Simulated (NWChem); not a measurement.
MgIBr; SMILES [Br][Mg][I]

Results from NWChem. This build's default masses of Se (78.918 u) and Br (79.917 u) are each other's, which moves their modes by up to 0.6 %. def2 effective core potentials on I; no spin-orbit coupling. Each level has its own optimisation; frequencies are unscaled.

For level PBE0/def2-SVP (core potentials):

```
Item                               Result
---------------------------------  ------
highest harmonic frequency (cm⁻¹)     494
```

**Question.** What are these values for level BLYP/def2-SVP (core potentials)?

**Answer.** 
| Item | Result |
|---|---|
| highest harmonic frequency (cm⁻¹) | 477 |
